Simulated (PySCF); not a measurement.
Highest orbital energy against ionisation energy along group 13

Calculated with PySCF 2.14, no spin-orbit coupling. Each cell gives −ε(HOMO) / ΔSCF in eV; NIST values include spin-orbit coupling, (s) semi-empirical, (t) theoretical.

```json
{"species": "B²⁺ (x2c-TZVPPall with one added diffuse shell each of s, p, d type, spin-free X2C)", "UHF": "37.825 / 37.821", "LDA": "32.359 / 37.892", "PBE": "32.649 / 38.278", "PBE0": "34.050 / 38.223", "r2SCAN": "32.889 / 37.852", "NIST (lowest levels)": "37.931"}
{"species": "Al²⁺ (x2c-TZVPPall with one added diffuse shell each of s, p, d type, spin-free X2C)", "UHF": "28.090 / 28.070", "LDA": "24.611 / 28.832", "PBE": "24.501 / 28.830", "PBE0": "25.506 / 28.699", "r2SCAN": "24.680 / 28.402", "NIST (lowest levels)": "28.448"}
{"species": "Ga²⁺ (x2c-TZVPPall with one added diffuse shell each of s, p, d type, spin-free X2C)", "UHF": "29.741 / 29.629", "LDA": "27.001 / 31.869", "PBE": "26.668 / 31.548", "PBE0": "27.583 / 31.161", "r2SCAN": "27.053 / 31.288", "NIST (lowest levels)": "30.726"}
{"species": "In²⁺ (x2c-TZVPPall with one added diffuse shell each of s, p, d, f type, spin-free X2C)", "UHF": "26.806 / 26.661", "LDA": "24.556 / 28.966", "PBE": "24.149 / 28.545", "PBE0": "24.986 / 28.205", "r2SCAN": "24.388 / 28.239", "NIST (lowest levels)": "28.044"}
{"species": "Tl²⁺ (x2c-TZVPPall with one added diffuse shell each of s, p, d, f type, spin-free X2C)", "UHF": "28.475 / 28.220", "LDA": "26.208 / 30.844", "PBE": "25.815 / 30.379", "PBE0": "26.693 / 30.018", "r2SCAN": "26.137 / 30.257", "NIST (lowest levels)": "29.852"}
```

Task: How far is −ε(HOMO) from ΔSCF on average for each method, and why?

Result: UHF 0.11 eV; LDA -4.73 eV; PBE -4.76 eV; PBE0 -3.50 eV; r2SCAN -4.18 eV. Hartree-Fock orbital energies lack relaxation and so exceed the ΔSCF value; semilocal functionals have convex E(N) from self-interaction, so their HOMO lies far too high; exact exchange moves hybrids part of the way back.
